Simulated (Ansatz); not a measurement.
Cartesian coordinates in Å:
```
C -0.898 -0.923 -0.911
Ga 0.208 0.215 0.206
O 0.099 2.000 0.110
O 1.373 -0.481 1.374
H -1.438 -0.327 -1.646
H -1.618 -1.463 -0.294
H -0.279 -1.659 -1.426
H 0.680 2.480 0.703
H 1.873 0.157 1.885
```

Total charge 0; spin multiplicity 1.

Question: List the PBE0/def2-TZVPP orbital energies in eV (Ansatz 0.2.0). (Estimate.)

Answer: The calculation gave: Occupied: -10146.87, -1252.68, -1108.89, -1108.75, -1108.74, -522.14, -522.13, -278.06, -151.09, -104.14, -103.85, -103.81, -27.26, -27.10, -23.18, -23.15, -23.10, -23.02, -22.70, -19.35, -13.84, -13.20, -11.45, -11.36, -10.61, -9.11, -8.98, -8.75, -8.53. Lowest empty: -0.23, 0.10, 1.33, 1.84, 2.64, 3.19, 3.35, 3.81.
